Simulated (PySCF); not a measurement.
CH₃IOSi, SMILES CO[Si]I (connectivity only; charge and spin as stated), neutral, multiplicity 1.

Coordinates come from a PBE0-D3(BJ)/def2-SVP optimisation. The def2 effective core potentials stand for the cores of I; spin–orbit coupling is left out. Other conformers were not sampled.

Level of theory: PBE/def2-TZVP (PySCF).

The molecule is in vacuum.

Computed frontier levels, gap, dipole moment and polarisability:
```yaml
highest_occupied_level: -6.08 eV
lowest_empty_level: -2.97 eV
orbital_gap: 3.11 eV
dipole_moment: 2.00 D
quadrupole, principal values (traceless, Buckingham form, about the centre of nuclear charge): -4.12, -0.18, 4.29 D·Å
mean_static_polarisability: 81.3 bohr³ (12.05 Å³)
polarisability_principal_values: 57.1, 78.9, 107.9 bohr³
```
